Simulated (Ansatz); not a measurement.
```yaml
crystal:
  periodic: [false, false, false]
  atoms:
    - {symbol: Rb, position_ang: [3.398495, -0.553049, -0.694539]}
    - {symbol: Rb, position_ang: [-0.939104, -2.026101, -0.001391]}
    - {symbol: Rb, position_ang: [-0.569052, 1.282760, 3.221687]}
    - {symbol: Rb, position_ang: [-1.661184, 1.793215, -2.525451]}
    - {symbol: Br, position_ang: [1.530084, -0.912696, 1.979343]}
    - {symbol: Br, position_ang: [-2.433784, 0.927949, 0.544657]}
    - {symbol: Br, position_ang: [0.674544, -0.512068, -2.524306]}
basis:
  gaussian: {orbitals: def2-TZVP, initial_orbitals: start.molden}
total_charge: 1
hamiltonian: {xc: {name: wB97M-V}}
scf: {omitted_lower_state_checks: [starts]}
output: {orbitals: {seedname: orbitals}}
```

The file start.molden holds the orbitals of an earlier run on this structure, at another level or in another basis.

```sh
$ ansatz run in.yaml --threads 4 --pin off --events-out ev --progress --plain --max-ram 4787MiB
```

Task: Does this run fit into the memory that it is given?

Result: No. It has 276 basis functions, and Ansatz plans for 4.72 GiB where 4.67 GiB are given.
